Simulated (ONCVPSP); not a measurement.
**Before and after: ONCV potential for Nb**

- Element: niobium
- Generator: ONCVPSP 4.0.1
- Type: optimised norm-conserving Vanderbilt (ONCV)
- Functional: LDA (Perdew-Wang 92)
- Relativity: scalar-relativistic
- Frozen core: [Ar] 3d10
- Valence charge: 13
- Reference configuration: 4s2 4p6 4d4 5p1
- Partial waves: 4s: rc 1.55 bohr, ncon 5, nbas 8, qcut 6.8 1/bohr, 2 projectors, debl 1.3 Ha; 4p+5p: rc 1.80 bohr, ncon 4, nbas 8, qcut 9.6 1/bohr, 2 projectors; 4d: rc 1.85 bohr, ncon 4, nbas 8, qcut 5.4 1/bohr, 1 projector
- Local potential: polynomial inside 1.20 bohr (lpopt 5, dvloc0 0 Ha)
- Core correction: Teter function, fcfact 4.75, rcfact 1.45

In the s channel the program set the typed energies aside and used -2.194, 0.250 Ha.

Change: functional PBE. In the s channel the program set the typed energies aside and used -2.192, 0.250 Ha.

Cutoffs: the cutoffs (Ha) at which the residual kinetic energy of the hardest occupied pseudo-wave falls to 1 and 0.1 mHa per electron; they do not see the model core or the augmentation charge, which bear on the density cutoff. Errors are all-electron minus pseudo energies relative to the spin-unpolarised reference configuration.

Q: What does the change do?

A: The potential gets neither clearly harder nor softer (23 Ha and 60 Ha → 23 Ha and 60 Ha); the errors of the 4 common tests hardly move; neither file shows a bound ghost.

```tsv
quantity	base	changed
cutoff, loose	23 Ha	23 Ha
cutoff, tight	60 Ha	60 Ha
loose cutoff by channel	s 23 Ha, p 22 Ha, d 15 Ha	s 23 Ha, p 22 Ha, d 15 Ha
bound ghosts	none	none
GHOST(+) flags under 300 eV	s at 204.3 eV	s at 206.9 eV
error for 4s2 4p6 4d4 5s1 5p0, meV [ΔE -3.05 → -2.95 eV]	+0.4	+0.4
error for 4s2 4p6 4d4 5p0, meV [ΔE 3.86 → 3.69 eV]	-0.8	-0.8
error for 4s2 4p6 4d3 5p0, meV [ΔE 18.14 → 17.73 eV]	0.0	+0.1
error for 4s1 4p6 4d4 5s1 5p0, meV [ΔE 61.08 → 61.06 eV]	-57	-61
s: phases at 1.57 bohr within 0.05 rad from the reference energy up to (Ha; the scan ends near 5)	to the end of the scan	to the end of the scan
p: phases at 1.83 bohr within 0.05 rad from the reference energy up to (Ha; the scan ends near 5)	to the end of the scan	to the end of the scan
d: phases at 1.88 bohr within 0.05 rad from the reference energy up to (Ha; the scan ends near 5)	3.0	3.1
rms error of d²Exc/dni dnj with the model core, mHa	0.36	1.35
```
